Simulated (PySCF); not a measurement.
Compound: H9NSi3.
Structure used (GFN2-xTB), in Å, numbered top down from 1:
```
atom  x, y, z in Å
Si1   -1.902    0.782   -0.437
N2    -1.081   -0.607    0.188
Si3    0.497   -1.231   -0.197
Si4    2.044    0.472   -0.148
H5    -3.077    0.965    0.415
H6    -0.961    1.897   -0.348
H7    -2.321    0.598   -1.833
H8    -1.699   -1.290    0.595
H9     0.445   -1.927   -1.499
H10    0.702   -2.285    0.809
H11    3.406   -0.076   -0.163
H12    1.979    1.328    1.041
H13    1.964    1.374   -1.302
```

Computed with CAM-B3LYP/def2-SVPD in PySCF (dipole) on a GFN2-xTB geometry, gas phase.

Take the most abundant isotopes and a rigid rotor. The values belong to one conformer with, in the numbering `[SiH3:1][NH:2][SiH2:3][SiH3:4]`, Si1–N2–Si3–Si4 48°.

(1) Give the principal moments of inertia and the rotational constants in cm⁻¹.

(2) What kind of rotor is it?

(3) What does the inertial defect say?

(4) Give the other two planar moments, Paa and Pbb, and the rms extents of the mass along the axes.

(5) List the rotational levels J(Ka,Kc) to J = 5 (MHz).

(6) Predict some low-J microwave lines.

Answers

(1) Ia = 99.22, Ib = 295.38, Ic = 371.34 u·Å²; 505379 MHz·u·Å²/I gives 5093, 1711 and 1361 MHz, that is A = 0.16990, B = 0.05707, C = 0.04540 cm⁻¹.

(2) An asymmetric top. Ray's parameter κ = (2B − A − C)/(A − C) = -0.812; −1 is the prolate and +1 the oblate limit.

(3) Not planar: Δ = Ic − Ia − Ib = -23.26 u·Å². For a rigid frame Δ = −2 Σ m c², so Σ m c² = 11.63 u·Å² lies off the ab plane: 9.01 from hydrogen and 2.62 from heavier atoms. The atom farthest from that plane is 1.50 Å away.

(4) Paa = Σ m a² = (Ib + Ic − Ia)/2 = 283.75 and Pbb = Σ m b² = (Ia + Ic − Ib)/2 = 87.59 u·Å². With the mass M = 107.00 u, the rms extents √(P/M) along a, b and c are 1.63, 0.90, 0.33 Å.

(5) Above 0(0,0):
J = 1: 1(0,1) 3072, 1(1,1) 6454, 1(1,0) 6804
J = 2: 2(0,2) 9190, 2(1,2) 12248, 2(1,1) 13298, 2(2,1) 23445, 2(2,0) 23471
J = 3: 3(0,3) 18303, 3(1,3) 20923, 3(1,2) 23022, 3(2,2) 32661, 3(2,1) 32789, 3(3,1) 50464, 3(3,0) 50465
J = 4: 4(0,4) 30341, 4(1,4) 32463, 4(1,3) 35954, 4(2,3) 44928, 4(2,2) 45306, 4(3,2) 62799, 4(3,1) 62808, 4(4,1) 87658, 4(4,0) 87658
J = 5: 5(0,5) 45222, 5(1,5) 46846, 5(1,4) 52063, 5(2,4) 60231, 5(2,3) 61086, 5(3,3) 78236, 5(3,2) 78269, 5(4,2) 103074, 5(4,1) 103075, 5(5,1) 135038, 5(5,0) 135038
The levels of one J sum to (2J + 1)J(J + 1)(A + B + C)/3.

(6) The dipole components are |μa| = 0.57 D, |μb| = 0.60 D, |μc| = 0.17 D. The squared components, which scale the intensities, stand as 0.92 : 1.00 : 0.08 (a : b : c). Some lines, for components of 0.1 D or more:

```
type  branch         J(Ka,Kc)    MHz  lower level (cm⁻¹)
   a       Q  1(1,0) ← 1(1,1)    350               0.215
   b       Q  2(1,1) ← 2(0,2)   4108               0.307
   b       R  3(0,3) ← 2(1,2)   6055               0.409
   a       R  3(1,3) ← 2(1,2)   8675               0.409
   b       R  2(1,2) ← 1(0,1)   9176               0.102
   a       R  3(2,2) ← 2(2,1)   9216               0.782
   b       Q  3(2,1) ← 3(1,2)   9767               0.768
   a       R  4(1,4) ← 3(1,3)  11539               0.698
   b       Q  3(2,2) ← 3(1,3)  11738               0.698
   a       R  4(0,4) ← 3(0,3)  12038               0.611
   a       R  4(2,3) ← 3(2,2)  12267               1.089
   c       R  2(2,0) ← 1(1,0)  16667               0.227
   b       R  2(2,0) ← 1(1,1)  17017               0.215
   b       Q  3(3,0) ← 3(2,1)  17676               1.094
   b       R  3(2,1) ← 2(1,2)  20541               0.409
   b       R  4(2,2) ← 3(1,3)  24383               0.698
   b       Q  4(4,1) ← 4(3,2)  24858               2.095
   b       R  3(3,1) ← 2(2,0)  26993               0.783
   c       R  3(3,0) ← 2(2,0)  26994               0.783
   c       R  4(3,1) ← 3(2,1)  30019               1.094
   c       R  4(3,2) ← 3(2,2)  30138               1.089
   b       R  4(4,1) ← 3(3,0)  37193               1.683
```

Not checked by GFN2-xTB frequencies. Constants of a rigid frame at the computed geometry: no zero-point averaging, no centrifugal distortion. A rigid rotor knows nothing of inversion at nitrogen or internal rotation, which can split or shift real lines. Quadrupole hyperfine structure (14N) is left out.

Hardware: one thread of an x86-64 server (shared host). Cost: 23 s of wall time. This is the CAM-B3LYP/def2-SVPD job that gave the dipole, with the excitations it also computed.
